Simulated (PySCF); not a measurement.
## GaOF at several levels of theory

All levels use the PBE0 minimum (singlet; Ga–F 1.711 Å, Ga–O 1.642 Å; F–Ga–O 180.0°), basis [Ga def2-TZVP, O def2-TZVP, F def2-TZVP], no relativity, density fitting, no spin–orbit coupling, PySCF. For vertical energies the ionised species is a doublet (spins chosen at PBE0 and kept) and the electron-attached one a doublet. Atomisation goes to high-spin ground-configuration atoms, without zero-point energy. Open shells are unrestricted, also as the reference of the correlated levels. A dash marks a value that was not computed or is not defined at that level.

Z-matrix (Å, degrees; charge 0 multiplicity 1):
```
Ga
O  1 1.6421
F  1 1.7114 2 180.00
```

```json
{"level": "PBE0", "atomisation (kJ/mol)": "852", "vertical IP (eV)": "10.59", "vertical EA (eV)": "0.57", "−ε(HOMO) (eV)": "8.36", "gap (eV)": "5.66", "dipole (D)": "2.53"}
{"level": "HF", "atomisation (kJ/mol)": "419", "vertical IP (eV)": "8.46", "vertical EA (eV)": "-0.08", "−ε(HOMO) (eV)": "11.93", "gap (eV)": "12.53", "dipole (D)": "3.28"}
{"level": "MP2", "atomisation (kJ/mol)": "967", "vertical IP (eV)": "11.11", "vertical EA (eV)": "0.26", "−ε(HOMO) (eV)": "–", "gap (eV)": "–", "dipole (D)": "–"}
{"level": "PBE", "atomisation (kJ/mol)": "940", "vertical IP (eV)": "10.94", "vertical EA (eV)": "0.54", "−ε(HOMO) (eV)": "6.94", "gap (eV)": "3.27", "dipole (D)": "2.24"}
{"level": "CCSD(T)", "atomisation (kJ/mol)": "867", "vertical IP (eV)": "–", "vertical EA (eV)": "–", "−ε(HOMO) (eV)": "–", "gap (eV)": "–", "dipole (D)": "–"}
{"level": "r2SCAN", "atomisation (kJ/mol)": "899", "vertical IP (eV)": "10.71", "vertical EA (eV)": "0.61", "−ε(HOMO) (eV)": "7.23", "gap (eV)": "3.78", "dipole (D)": "2.37"}
{"level": "B3LYP", "atomisation (kJ/mol)": "852", "vertical IP (eV)": "10.81", "vertical EA (eV)": "0.67", "−ε(HOMO) (eV)": "8.18", "gap (eV)": "5.10", "dipole (D)": "2.41"}
{"level": "TPSSh", "atomisation (kJ/mol)": "869", "vertical IP (eV)": "10.61", "vertical EA (eV)": "–", "−ε(HOMO) (eV)": "7.53", "gap (eV)": "4.43", "dipole (D)": "2.41"}
```

For GaOF itself CCSD(T) correlates 26 electrons; T1 = 0.023, D1 = 0.066, (T) = -83 kJ/mol. T1 is large, so the single-reference value is itself in doubt.

Q: Which levels differ least and most from CCSD(T) in the atomisation?

A: Least: TPSSh (+2 kJ/mol); most: HF (-448 kJ/mol). CCSD(T) atomisation energies in a triple-zeta basis lie tens of kJ/mol low, so this is no ranking by accuracy.

Without diffuse functions attachment energies tend to come out too low.
